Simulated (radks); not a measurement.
Spherical jellium clusters: N electrons in a uniform positive sphere of charge N and radius rs N^(1/3), rs = 2.89 bohr. Calculated with a radial shooting solver with Libxc functionals: non-relativistic Kohn-Sham, LDA (Slater exchange, Perdew-Wang correlation), spin-polarised, spherical densities. Levels are named by radial order and angular momentum (1s, 1p, 1d, 2s, ...), and open shells are averaged over m.

N = 21, configuration 1s2 1p6 1d10 2s2 1f(up 1, down 0). This is the lowest configuration that the search found. Occupied and some empty levels:

level    occupation  eigenvalue (eV)  <r> (bohr)
1s up             1          -7.6084       4.972
1s down           1          -7.5540       4.932
1p up             3          -6.1835       5.931
1p down           3          -6.1054       5.909
1d up             5          -4.4131       6.683
1d down           5          -4.3220       6.675
2s up             1          -3.6342       5.875
2s down           1          -3.5817       5.894
1f up             1          -2.4159       7.451
1f down           0          -2.3211       7.462
2p up             0          -1.7010       7.797
2p down           0          -1.6504       7.833
1g up             0         -0.34650       8.606
2d up             0         -0.28465       11.35
1g down           0         -0.26088       8.679
2d down           0         -0.25022       11.53

Energy (eV): total -32.6169, kinetic 63.715, external -1760.4, Hartree 860.09, exchange-correlation -99.095, background 903.03.

Electron density:

r (bohr)  n(r) (e/bohr^3)
0.593             0.01284
1.58              0.01137
2.57             0.009912
3.56             0.009648
4.55              0.01035
5.54              0.01038
6.54             0.008379
7.53             0.005011
8.52             0.002243
9.51            0.0008441
10.5            0.0002888
11.5           0.00009447
12.5           0.00003014
